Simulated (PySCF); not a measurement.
A calculated (PBE0, PySCF 2.14, Sapporo-DKH3-DZP-2012, scalar relativity by spin-free X2C-1e) atom or ion has these occupied shells.

```
shell  electrons  orbital energy (eV)  rms radius, mean of both spins (bohr)
 1s α          1             -59259.5                                 0.0227
 1s β          1             -59259.5                                 0.0227
 2s α          1             -10046.0                                 0.0918
 2s β          1             -10045.9                                 0.0918
 2p α          3              -8894.3                                 0.0829
 2p β          3              -8894.2                                 0.0829
 3s α          1              -2287.2                                  0.236
 3s β          1              -2286.0                                  0.236
 3p α          3              -1934.9                                  0.237
 3p β          3              -1933.7                                  0.237
 3d α          5              -1488.6                                  0.216
 3d β          5              -1487.5                                  0.216
 4s α          1              -473.16                                  0.529
 4s β          1              -470.66                                  0.529
 4p α          3              -356.16                                  0.563
 4p β          3              -353.60                                  0.563
 4d α          5              -197.47                                  0.615
 4d β          5              -194.63                                  0.615
 5s α          1              -71.823                                   1.29
 5s β          1              -70.642                                   1.29
 5p α          3              -43.081                                   1.53
 5p β          3              -42.158                                   1.53
 4f α          7              -24.082                                  0.851
 4f β          5              -22.258                                  0.851
 6s α          1              -12.804                                   3.53
 6p α          1               -8.387                                   4.32
```

Question: Name the element and its charge.

Answer: Tm⁺ (thulium, charge +1), in [Xe] 4f12 6s1 6p1, one real determinant (an excited configuration).
